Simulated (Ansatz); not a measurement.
Molecular dynamics of Ba16H

Input file:

```yaml
accuracy: low
crystal:
  lattice:
    - [10.04, 0.0, 0.0]
    - [0.0, 10.04, 0.0]
    - [0.0, 0.0, 10.04]
  atoms:
    - { symbol: Ba, position: [0.01073836, 0.00125487, -0.00867604] }
    - { symbol: Ba, position: [0.48770432, 0.03532112, 0.01168098] }
    - { symbol: Ba, position: [0.00084291, 0.52211425, 0.00293554] }
    - { symbol: Ba, position: [0.0120176, -0.00827728, 0.50013024] }
    - { symbol: Ba, position: [0.24795109, 0.25623926, 0.25886799] }
    - { symbol: Ba, position: [0.50200307, 0.49987911, 0.00402784] }
    - { symbol: Ba, position: [0.50922708, 0.01687638, 0.5048392] }
    - { symbol: Ba, position: [0.7563551, 0.24350445, 0.22863401] }
    - { symbol: Ba, position: [0.00790566, 0.50355658, 0.51843353] }
    - { symbol: Ba, position: [0.2717556, 0.76675826, 0.25712763] }
    - { symbol: Ba, position: [0.23211124, 0.24854569, 0.75015185] }
    - { symbol: Ba, position: [0.47563866, 0.50087967, 0.51715328] }
    - { symbol: Ba, position: [0.75410489, 0.75885534, 0.22762944] }
    - { symbol: Ba, position: [0.78009734, 0.22795195, 0.77399183] }
    - { symbol: Ba, position: [0.25424788, 0.76624463, 0.77159435] }
    - { symbol: Ba, position: [0.77296664, 0.75334001, 0.73476111] }
    - { symbol: H, position: [0.62555802, 0.25857864, 0.00678417] }
basis:
  ecutwfc: 420.0
kpoints:
  mp_grid: { grid: [1, 1, 1] }
hamiltonian:
  xc: pbe
scf:
  occupations: { method: fermi_dirac, width: 0.15 }
  lower_state_search: "off"
md:
  timestep: 0.5
  n_steps: 300
  ensemble: nvt_nose_hoover
  temperature: 840.0
  initial_velocities: maxwell_boltzmann
  seed: 347998
  nose_hoover: { tau: 100.0, chain_length: 1 }
```

Launched with:

```bash
$ ansatz run input.yaml --threads 2 --pin off --max-ram 5120MiB --backend cpu --events-out ev --progress --plain --runs-dir out
```

It goes on from the last frame of an earlier run, with new velocities.

Output, in part (step lines):

```
md step     0: t =     0.00 fs  T =   840.0 K  F+E_penalty+E_count = -95212.92916640 eV  E_kin = 1.737254 eV  conserved = -95211.19191201 eV  (9 SCF iters)
md step     1: t =     0.50 fs  T =   839.4 K  F+E_penalty+E_count = -95212.92794869 eV  E_kin = 1.736038 eV  conserved = -95211.19191109 eV  (7 SCF iters)
md step     2: t =     1.00 fs  T =   838.3 K  F+E_penalty+E_count = -95212.92571690 eV  E_kin = 1.733808 eV  conserved = -95211.19190885 eV  (7 SCF iters)
md step     3: t =     1.50 fs  T =   836.8 K  F+E_penalty+E_count = -95212.92250519 eV  E_kin = 1.730600 eV  conserved = -95211.19190540 eV  (7 SCF iters)
md step     4: t =     2.00 fs  T =   834.8 K  F+E_penalty+E_count = -95212.91836657 eV  E_kin = 1.726467 eV  conserved = -95211.19190087 eV  (7 SCF iters)
md step     5: t =     2.50 fs  T =   832.4 K  F+E_penalty+E_count = -95212.91337118 eV  E_kin = 1.721478 eV  conserved = -95211.19189476 eV  (2 SCF iters)
md step     6: t =     3.00 fs  T =   829.6 K  F+E_penalty+E_count = -95212.90760414 eV  E_kin = 1.715721 eV  conserved = -95211.19188751 eV  (3 SCF iters)
md step     7: t =     3.50 fs  T =   826.5 K  F+E_penalty+E_count = -95212.90116325 eV  E_kin = 1.709290 eV  conserved = -95211.19188037 eV  (2 SCF iters)
[... lines left out ...]
md step   299: t =   149.50 fs  T =   548.7 K  F+E_penalty+E_count = -95211.89890605 eV  E_kin = 1.134748 eV  conserved = -95211.19180911 eV  (3 SCF iters)
md step   300: t =   150.00 fs  T =   552.5 K  F+E_penalty+E_count = -95211.90261621 eV  E_kin = 1.142581 eV  conserved = -95211.19181512 eV  (7 SCF iters)
```

The steps, from the saved trajectory:

| time (fs) | T (K) | potential energy less start (eV) | conserved less start (meV/atom) |
| --- | --- | --- | --- |
| 0 | 840 | 0.000 | 0.00 |
| 5 | 816 | 0.050 | 0.00 |
| 10 | 781 | 0.122 | 0.01 |
| 15 | 771 | 0.143 | 0.01 |
| 20 | 782 | 0.123 | 0.00 |
| 25 | 799 | 0.089 | 0.00 |
| 30 | 797 | 0.096 | 0.00 |
| 35 | 756 | 0.183 | 0.00 |
| 40 | 709 | 0.284 | 0.01 |
| 45 | 696 | 0.317 | 0.01 |
| 50 | 707 | 0.298 | 0.00 |
| 55 | 715 | 0.288 | 0.00 |
| 60 | 692 | 0.345 | 0.00 |
| 65 | 645 | 0.451 | 0.01 |
| 70 | 606 | 0.541 | 0.01 |
| 75 | 592 | 0.580 | 0.01 |
| 80 | 601 | 0.575 | 0.00 |
| 85 | 606 | 0.578 | 0.00 |
| 90 | 585 | 0.639 | 0.00 |
| 95 | 562 | 0.703 | 0.00 |
| 100 | 541 | 0.766 | 0.00 |
| 105 | 515 | 0.839 | 0.01 |
| 110 | 538 | 0.814 | 0.00 |
| 115 | 556 | 0.801 | 0.00 |
| 120 | 534 | 0.873 | 0.00 |
| 125 | 502 | 0.967 | 0.01 |
| 130 | 488 | 1.024 | 0.01 |
| 135 | 491 | 1.048 | 0.01 |
| 140 | 501 | 1.059 | 0.01 |
| 145 | 520 | 1.055 | 0.01 |
| 150 | 552 | 1.027 | 0.01 |

All steps were run. The conserved energy stayed within 0.0092 meV per atom of its start (net change 0.0057 meV per atom), so the integration is sound. The mean temperature of the second half is 36 % below the set value. A run of 0.15 ps of so small a system gives no equilibrium averages. Limits of this set-up: coarse k mesh, odd electron count without spin, a small cell, in which the defect meets its images, a typed lattice constant that wasn't relaxed here, low accuracy level.

Mean squared displacements from the first frame to the last, about the centre of mass: Ba 0.20 Å², H 0.04 Å².

Last frame:

```xyz
17
Lattice="10.0400 0.0000 0.0000 0.0000 10.0400 0.0000 0.0000 0.0000 10.0400" Properties=species:S:1:pos:R:3
Ba 0.171 -0.027 0.106
Ba 4.911 0.093 0.211
Ba -0.174 5.254 0.147
Ba 0.133 0.103 5.361
Ba 2.370 2.522 2.834
Ba 4.985 4.910 -0.282
Ba 5.358 0.337 5.078
Ba 7.600 2.577 1.897
Ba 0.017 5.073 4.735
Ba 2.418 7.383 2.670
Ba 2.601 2.473 7.844
Ba 5.170 4.763 5.163
Ba 7.423 7.321 2.773
Ba 7.625 3.155 7.603
Ba 2.879 7.502 7.350
Ba 7.514 7.737 7.285
H 6.109 2.586 -0.051
```

The run took 9.5 min on 2 threads of Intel(R) Xeon(R) Platinum 8375C CPU @ 2.90GHz (Ice Lake), with other jobs on the host, peak memory 0.92 GiB.
